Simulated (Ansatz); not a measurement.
Abridged output of a molecular run in Ansatz:

```
Functional definition: HF
1068 factors; integrals over basis functions are off by at most 1.4e-3 eV
mean field evaluation 1: about -67482.6227 eV, gradient 3.8e1 eV
mean field evaluation 2: about -67482.6451 eV, gradient 3.8e1 eV
mean field evaluation 4: about -67486.0442 eV, gradient 3.2e0 eV
mean field evaluation 8: about -67486.0852 eV, gradient 2.1e-4 eV
mean field -67486.08521183 eV, -2480.0678878233 hartree, gradient 1.9e-6 eV, S^2 0.000000; 0 other end points of the search recorded, 0 dependent functions left out
16 core orbitals not correlated: weight in the atoms' cores, before any rotation towards them, 1.000 or more for the frozen orbitals, at most 0.000 for the correlated occupied ones
reference -67486.08521183 eV, -2480.0678878233 hartree; 17, 17 occupied and 75, 75 virtual orbitals, 1068 factors
second order -17.81761016 eV of doubles, -0.00000000 eV of singles
cycle   1  -18.10832053 eV  change   -2.9e-1 eV  update   1.0e-1
cycle   2  -18.66183240 eV  change   -5.5e-1 eV  update   3.1e-2
cycle   3  -18.75756124 eV  change   -9.6e-2 eV  update   1.5e-2
cycle   4  -18.75104096 eV  change    6.5e-3 eV  update   3.4e-3
cycle   5  -18.75127981 eV  change   -2.4e-4 eV  update   1.5e-3
cycle   6  -18.75120648 eV  change    7.3e-5 eV  update   4.5e-4
cycle   7  -18.75101701 eV  change    1.9e-4 eV  update   1.8e-4
cycle   8  -18.75102137 eV  change   -4.4e-6 eV  update   5.8e-5
cycle   9  -18.75102792 eV  change   -6.6e-6 eV  update   2.2e-5
perturbative correction -0.55742769 eV, -0.0204850898 hartree
Total energy: -67505.39366744 eV, -2480.7774604791 hartree
```

Its atoms:

Cartesian coordinates in Å:
```
O -0.4670 -2.0030 0.8905
Si 0.2074 -0.9515 -0.1763
C 0.8391 0.6263 0.5475
Ge -0.7144 1.0925 -0.6854
H -1.1696 -2.5710 0.5707
H 1.0671 -1.6192 -1.1858
H 0.6088 0.8228 1.5928
H 1.8289 0.9831 0.2754
H -0.3184 1.9110 -1.9185
H -1.8821 1.7090 0.0891
```

(1) Which basis set was used?
A. def2-SVP
B. def2-SVPD
C. def2-TZVPPD
D. cc-pV(Q+d)Z

(2) Write the keys of the input that set method, charge and spin (a neutral closed shell needs none for the last two).

Results:

(1) A. It gives 108 functions.

(2) 
```yaml
correlation: {method: ccsd_t}
```
